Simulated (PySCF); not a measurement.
**Exercise with solution: oscillator strength and radiative lifetime**

YCl2, SMILES [Cl][Y+][Cl], charge +1.

The structure is a stationary point at B3LYP-D3(BJ)/def2-TZVP. The spin state was assumed, not searched. The isomer is the one that the SMILES or the coordinates give; other isomers of the formula were not compared. The def2 effective core potentials stand for the cores of Y; spin–orbit coupling is left out.

TDA-ωB97X/def2-SVPD in PySCF puts the first singlet state with f over 0.02 at 5.61 eV (vertical), with the transition dipole (-0.552, 0.000, 0.000) in atomic units.

**Question.** Find the oscillator strength, the wavelength and the radiative lifetime that this transition would have in vacuum if emission retraced absorption.

**Answer.** 
|μ|² = 0.3047 au, so |μ| = 1.40 D. ΔE = 5.61/27.211 = 0.2062 hartree. f = (2/3) ΔE |μ|² = 0.042 (the program prints 0.042).
λ = 1239.84/5.61 = 221 nm; ν = 45248 cm⁻¹.
Einstein's coefficient A = 0.6670 ν² f s⁻¹ (ν in cm⁻¹) = 5.7e7 s⁻¹, so τ = 1/A = 17 ns. This state is S2; the lower singlet has f = 0.005. The figure is the radiative limit of this one transition; relaxation, internal conversion, crossing to triplets and a medium change what is measured.
